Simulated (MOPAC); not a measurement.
Input file for MOPAC: PM6 on CH5BO (SMILES BOC), a point of a torsion scan.

```
PM6 1SCF PRECISE CHARGE=0 THREADS=1
CH5BO

B      1.26468627 1    -0.18514136 1     0.14519680 1
O      0.32396782 1    -0.03416924 1     1.05936340 1
C      0.20027577 1     1.07747210 1     1.90882122 1
H      1.21124011 1    -1.17901143 1    -0.47232144 1
H      2.10548150 1     0.62541906 1    -0.04007823 1
H      0.26034953 1     0.73476220 1     2.94470243 1
H      0.98297952 1     1.81902941 1     1.72535511 1
H     -0.77863562 1     1.53493245 1     1.74601519 1
```

It printed:

```
*******************************************************************************
 **                                                                           **
 **                              MOPAC v23.2.5                                **
 **                                                                           **
 *******************************************************************************
 ** MOPAC's Digital Object Identifier: https://doi.org/10.5281/zenodo.6511958 **
 **                                                                           **
 ** Please cite the open-source release paper for use of this MOPAC version:  **
 ** J. E. Moussa and J. J. P. Stewart (2026)                                  **
 ** MOPAC: An open-source semiempirical molecular orbital program             **
 ** J. Open Source Softw., 11(119), 8025, https://doi.org/10.21105/joss.08025 **
 *******************************************************************************

                              PM6 CALCULATION RESULTS

 *******************************************************************************
 *  PM6        - The PM6 Hamiltonian to be used
 *
 *
 *
 *                 CHARGE ON SYSTEM = 0
 *
 *
 *
 *  PRECISE    - TIGHTER CRITERIA TO BE USED
 *  1SCF       - DO 1 SCF AND THEN STOP
 *  THREADS=1  - MULTI-THREADING NOT USED
 *  T=         - A TIME OF 172800.0 SECONDS REQUESTED
 *  DUMP=N     - RESTART FILE WRITTEN EVERY 7200.0 SECONDS REQUESTED
 *******************************************************************************
PM6 1SCF PRECISE CHARGE=0 THREADS=1
 CH5BO

   ATOM   CHEMICAL          X               Y               Z
  NUMBER   SYMBOL      (ANGSTROMS)     (ANGSTROMS)     (ANGSTROMS)

     1       B          1.26468627  *  -0.18514136  *   0.14519680  *
     2       O          0.32396782  *  -0.03416924  *   1.05936340  *
     3       C          0.20027577  *   1.07747210  *   1.90882122  *
     4       H          1.21124011  *  -1.17901143  *  -0.47232144  *
     5       H          2.10548150  *   0.62541906  *  -0.04007823  *
     6       H          0.26034953  *   0.73476220  *   2.94470243  *
     7       H          0.98297952  *   1.81902941  *   1.72535511  *
     8       H         -0.77863562  *   1.53493245  *   1.74601519  *



          CARTESIAN COORDINATES

    NO.       ATOM           X           Y           Z

     1         B          1.2647     -0.1851      0.1452
     2         O          0.3240     -0.0342      1.0594
     3         C          0.2003      1.0775      1.9088
     4         H          1.2112     -1.1790     -0.4723
     5         H          2.1055      0.6254     -0.0401
     6         H          0.2603      0.7348      2.9447
     7         H          0.9830      1.8190      1.7254
     8         H         -0.7786      1.5349      1.7460

 General Reference for PM6:
 "Optimization of Parameters for Semiempirical Methods V: Modification of NDDO Approximations
 and Application to 70 Elements", J. J. P. Stewart, J. Mol. Mod., 13, 1173-1213 (2007)
 URL: https://link.springer.com/article/10.1007/s00894-007-0233-4

           Empirical Formula: C H5 O B  =     8 atoms



      MOLECULAR POINT GROUP   :   Cs


      RHF CALCULATION, NO. OF DOUBLY OCCUPIED LEVELS = 9


 -------------------------------------------------------------------------------
 PM6 1SCF PRECISE CHARGE=0 THREADS=1
 CH5BO



     1SCF WAS SPECIFIED, SO BFGS WAS NOT USED
     SCF FIELD WAS ACHIEVED


                              PM6 CALCULATION
                                                       MOPAC v23.2.5 Linux




          FINAL HEAT OF FORMATION =        -59.02595 KCAL/MOL =    -246.96458 KJ/MOL


          COSMO AREA              =         88.27 SQUARE ANGSTROMS
          COSMO VOLUME            =         70.11 CUBIC ANGSTROMS

          IONIZATION POTENTIAL    =         10.572340 EV
          HOMO LUMO ENERGIES (EV) =        -10.572  0.985
          NO. OF FILLED LEVELS    =          9
          MOLECULAR WEIGHT        =         43.8599         POINT GROUP:  Cs

          MOLECULAR DIMENSIONS (Angstroms)

            Atom       Atom       Distance
            H     8    H     4     4.03065
            H     5    H     6     2.32870
            H     7    H     8     1.52014


          SCF CALCULATIONS        =          1





   ATOM   CHEMICAL          X               Y               Z
  NUMBER   SYMBOL      (ANGSTROMS)     (ANGSTROMS)     (ANGSTROMS)

     1       B          1.26468627  *  -0.18514136  *   0.14519680  *
     2       O          0.32396782  *  -0.03416924  *   1.05936340  *
     3       C          0.20027577  *   1.07747210  *   1.90882122  *
     4       H          1.21124011  *  -1.17901143  *  -0.47232144  *
     5       H          2.10548150  *   0.62541906  *  -0.04007823  *
     6       H          0.26034953  *   0.73476220  *   2.94470243  *
     7       H          0.98297952  *   1.81902941  *   1.72535511  *
     8       H         -0.77863562  *   1.53493245  *   1.74601519  *

                             CARTESIAN COORDINATES

   1    B        1.264686270    -0.185141360     0.145196800
   2    O        0.323967820    -0.034169240     1.059363400
   3    C        0.200275770     1.077472100     1.908821220
   4    H        1.211240110    -1.179011430    -0.472321440
   5    H        2.105481500     0.625419060    -0.040078230
   6    H        0.260349530     0.734762200     2.944702430
   7    H        0.982979520     1.819029410     1.725355110
   8    H       -0.778635620     1.534932450     1.746015190


           Empirical Formula: C H5 O B  =     8 atoms



      MOLECULAR POINT GROUP   :   Cs


                  EIGENVALUES
 -31.05684 -25.68605 -19.42726 -16.57297 -16.26481 -14.84157 -12.49953 -11.99329
 -10.57234   0.98462   1.95180   3.43869   4.89634   5.08717   5.30957   5.65856
   6.32696


              NET ATOMIC CHARGES AND DIPOLE CONTRIBUTIONS

  ATOM NO.   TYPE          CHARGE      No. of ELECS.   s-Pop       p-Pop
    1          B           0.015333        2.9847     1.09375     1.89091
    2          O          -0.357782        6.3578     1.71973     4.63805
    3          C          -0.177161        4.1772     1.09037     3.08679
    4          H           0.064668        0.9353     0.93533
    5          H           0.029319        0.9707     0.97068
    6          H           0.146537        0.8535     0.85346
    7          H           0.132526        0.8675     0.86747
    8          H           0.146559        0.8534     0.85344
 DIPOLE           X         Y         Z       TOTAL
 POINT-CHG.     0.300     1.606     0.814     1.825
 HYBRID        -0.303     0.023     0.277     0.411
 SUM           -0.003     1.629     1.090     1.960


          ATOMIC ORBITAL ELECTRON POPULATIONS

     Atom    s        px        py        pz
    1  B   1.09375   0.58592   0.80143   0.50357
    2  O   1.71973   1.64828   1.49633   1.49344
    3  C   1.09037   1.14635   0.92581   1.01463
    4  H   0.93533
    5  H   0.97068
    6  H   0.85346
    7  H   0.86747
    8  H   0.85344

 **********************
 *                    *
 * JOB ENDED NORMALLY *
 *                    *
 **********************




 == MOPAC DONE ==
```

The run finished.

Cost: around 0.05 core-seconds (rough).
